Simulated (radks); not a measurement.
Initial-state core-level shifts of the tin ion Sn+ when its valence configuration changes from [Kr] 4d10 5s2 5p1. Calculated with a radial shooting solver on a logarithmic mesh with Libxc functionals: Dirac Kohn-Sham, PBE, spin-unpolarised, spherical densities, point nucleus; open shells fill j = l - 1/2 first. Shifts are changes of the shell-averaged eigenvalues in eV (positive: less bound).

valence,1s,3s,3p,4p
4d9.5 5s2 5p1.5,-3.904,-3.993,-3.994,-3.405
4d8.5 5s2 5p2.5,-11.989,-12.241,-12.242,-10.289
4d9 5s2 5p2,-7.853,-8.031,-8.032,-6.792
4d10 5p3,-2.975,-2.942,-2.941,-2.935
4d10 5s1.5 5p1.5,-0.703,-0.699,-0.698,-0.697
4d9 5p4,-10.893,-11.029,-11.028,-9.745
4d10 5s1 5p2,-1.388,-1.381,-1.380,-1.377
4d9 5s1 5p3,-9.402,-9.558,-9.558,-8.297
4d8 5s2 5p3,-16.178,-16.498,-16.500,-13.771
